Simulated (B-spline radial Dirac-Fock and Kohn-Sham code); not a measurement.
# What relativity does to the binding energies of O³⁺

System: oxygen as O³⁺ in the configuration [He] 2s2 2p1.

Both columns are ΔSCF binding energies of the configuration average from a radial atomic solver: non-relativistic Hartree-Fock with a point nucleus, and Dirac-Fock with a finite nucleus and the Coulomb interaction alone, averaged over the two j levels with weights 2j+1.

```
shell  Hartree-Fock (eV)  Dirac-Fock (eV)  shift (eV)  shift (%)
   1s              627.6            628.1       +0.47      +0.08
   2s              87.62            87.70       +0.08      +0.09
   2p              77.20            77.20        0.00       0.00
```

Relativity binds 1s, 2s more strongly, among those listed most of all 2s in relative terms.

Values without a named source are computed, but for edge energies of neutral atoms, which are taken from tables.
